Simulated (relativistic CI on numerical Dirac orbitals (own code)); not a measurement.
One change at a time: Dy LVIII

Base calculation: Dirac-Coulomb-Breit CI, separate exchange-only KLI orbitals for each configuration, a model potential for QED, unscaled Slater integrals.

CI space (outside the closed core 1s2): 2s2 2p5, 2s 2p6, 2p6 3s, 2p6 3p, 2p6 3d, 2s2 2p4 3s, 2s2 2p4 3p, 2s2 2p4 3d, 2s 2p5 3s, 2s 2p5 3p, 2s 2p5 3d, 2s2 2p4 4s, 2s2 2p4 4p, 2s2 2p4 4d, 2s2 2p4 4f, 2s2 2p3 3s2, 2s 2p5 4s, 2s 2p5 4p, 2s2 2p3 3s 3p, 2s 2p5 4d, 2s 2p5 4f, 2s2 2p4 5s, 2s2 2p4 5p, 2s2 2p3 3s 3d, 2s2 2p4 5d, 2s2 2p3 3p2, 2s2 2p4 5f, 2s2 2p4 5g, 2s2 2p3 3p 3d, 2s 2p4 3s2, 2s2 2p3 3d2, 2s 2p4 3s 3p, 2s 2p4 3s 3d, 2s 2p4 3p2, 2s 2p5 5s, 2s 2p5 5p. Levels of other configurations are missing.

Variants: (1) QED terms removed. Shifts of the energy above 2s2 2p5 2P°_3/2, in eV, for the lowest level and the first level of each name with at least 55 % of one term (blank where a level changes its place among those of its configuration and J or its character, or is not in the variant):

```
             Level     Base    Δ(1)
   2s2 2p5 2P°_3/2     0.00    0.00
   2s2 2p5 2P°_1/2   824.22   -1.07
     2s 2p6 2S_1/2  1228.61  +11.00
 2s2 2p4 3s 4P_5/2  6655.11   -1.97
 2s2 2p4 3s 2P_3/2  6664.68   -1.99
 2s2 2p4 3s 2S_1/2  6710.30   -1.95
2s2 2p4 3p 2P°_1/2  6822.10   +1.41
2s2 2p4 3p 4D°_7/2  6999.52   +1.08
 2s2 2p4 3d 2D_3/2  7179.84   +1.64
 2s2 2p4 3d 4F_9/2  7181.72   +1.48
 2s2 2p4 3d 2P_1/2  7194.01   +1.48
 2s2 2p4 3s 4P_3/2  7481.65   -3.02
 2s2 2p4 3s 2P_1/2  7490.06   -3.05
 2s2 2p4 3s 2D_5/2  7501.50   -3.03
 2s2 2p4 3s 2D_3/2  7506.56   -3.04
2s2 2p4 3p 2F°_7/2  7842.81   +0.02
 2s 2p5 3s 2P°_1/2  7920.81   +6.91
 2s2 2p4 3d 4D_1/2  7946.50   +0.56
 2s2 2p4 3d 2G_7/2  7971.00   +0.55
 2s2 2p4 3d 2G_9/2  8025.33   +0.41
```

At this charge energies of transitions that change n are usually good to better than 1 %, and those within a shell (Δn = 0) to a few per cent.

Ionisation energy from the two ground configurations alone: base 12368.8 eV. The NIST ASD value (theoretical) is 12370 eV.

LS names give the leading component of a level, which can be under half, so a name can repeat, a term be missing and a line seem to break the LS rules.
